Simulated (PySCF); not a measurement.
Two species compared at the same levels of theory.

First species: C5H2ClFO2.
InChI=1S/C5H2ClFO2/c6-5(8)3-1-2-4(7)9-3/h1-2H

Second species: C3H5FS.
SMILES: `CS/C=C\F`

Levels: PBE0/def2-SVPD for dipole moment, HOMO energy, LUMO energy, HOMO–LUMO gap, static isotropic polarisability and electronic spatial extent ⟨r²⟩ about the centre of nuclear charge; TDDFT PBE0/def2-SVPD for lowest singlet excitation; TDA PBE0/def2-SVPD for lowest triplet excitation (Tamm–Dancoff); GFN2-xTB for rotational constant A and rotational constant C. Geometries: GFN2-xTB. All species are isolated and taken at one optimised geometry, non-relativistic unless stated. Electronic properties by PySCF.

Dipoles, sizes and rotational constants follow the conformer. The torsions of the flexible species, by atom-mapped SMILES:
- `[O:1]=[C:2]([Cl:3])[c:4]1[cH:5][cH:6][c:7]([F:8])[o:9]1`: O1–C2–C4–C5 0°
- `[CH3:1][S:2]/[CH:3]=[CH:4]\[F:5]`: C1–S2–C3–C4 0°

```json
{"property": "dipole moment", "column X": "0.29 D", "column Y": "3.78 D"}
{"property": "HOMO energy", "column X": "-6.24 eV", "column Y": "-7.68 eV"}
{"property": "LUMO energy", "column X": "0.26 eV", "column Y": "-2.34 eV"}
{"property": "HOMO–LUMO gap", "column X": "6.50 eV", "column Y": "5.34 eV"}
{"property": "lowest singlet excitation", "column X": "5.28 eV", "column Y": "4.62 eV"}
{"property": "lowest triplet excitation (Tamm–Dancoff)", "column X": "3.89 eV", "column Y": "3.12 eV"}
{"property": "static isotropic polarisability", "column X": "59.7 au", "column Y": "81.1 au"}
{"property": "electronic spatial extent ⟨r²⟩ about the centre of nuclear charge", "column X": "548 bohr²", "column Y": "1417 bohr²"}
{"property": "rotational constant A", "column X": "6.773 GHz", "column Y": "2.876 GHz"}
{"property": "rotational constant C", "column X": "2.136 GHz", "column Y": "0.704 GHz"}
```

Problem. Which column belongs to which species?

Solution. Column X is the second species and column Y the first. The first has 11 atoms and 74 electrons, the second 10 and 48.

Problem. How does each property change from the first species to the second?

Solution. dipole moment -3.49 D; HOMO energy +1.44 eV; LUMO energy +2.60 eV; HOMO–LUMO gap +1.16 eV; lowest singlet excitation +0.66 eV; lowest triplet excitation (Tamm–Dancoff) +0.77 eV; static isotropic polarisability -21.4 au; electronic spatial extent ⟨r²⟩ about the centre of nuclear charge -869 bohr²; rotational constant A +3.897 GHz; rotational constant C +1.432 GHz.

On the first: No computed singlet falls in the visible range (750 to 380 nm, 1.65 to 3.26 eV); S1 lies 1.36 eV above its blue end.

On the second: The polarisability is 8.84 Å³ as a volume (1 au = 0.148185 Å³), or 1.24 au for each of the 48 electrons. A dipole of 0.29 D is allowed in Cs, and pure rotational transitions are dipole-allowed.
